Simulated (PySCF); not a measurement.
Hf(Cl)3(SH) (Cl3HHfS), SMILES [Cl][Hf]([Cl])([Cl])[SH], multiplicity 1. Atoms are numbered in the order given.

```xyz
6

Hf     0.0401    -0.0058     0.0000
Cl     0.5005     1.2758    -1.8957
Cl     0.5005     1.2758     1.8957
Cl     1.1612    -2.0448     0.0000
S     -2.3108    -0.5592     0.0000
H     -2.6709     0.7485     0.0000
```
Charge 0, spin multiplicity 1.

Geometry optimised at PBE0-D3(BJ)/def2-SVP. The spin state was assumed, not searched. The structure was generated by enumeration; whether it is a known compound was not checked. The def2 effective core potentials stand for the cores of Hf; spin–orbit coupling is left out. Other conformers were not sampled.

These are PBE/def2-TZVP in PySCF values and carry that method's errors.

Gas-phase values at a fixed geometry.

```
Quantity                                                                                                         Value
---------------------------------------------------------------------------------------------  -----------------------
total energy                                                                                       -1827.05429 hartree
point group                                                                                                         Cs
highest occupied level                                                                                        -7.04 eV
lowest empty level                                                                                            -3.16 eV
orbital gap                                                                                                    3.88 eV
dipole moment                                                                                                   0.63 D
quadrupole, principal values (traceless, Buckingham form, about the centre of nuclear charge)   -3.06, -2.55, 5.61 D·Å
mean static polarisability                                                                       98.7 bohr³ (14.63 Å³)
polarisability, principal values                                                               94.5, 97.7, 103.9 bohr³
```
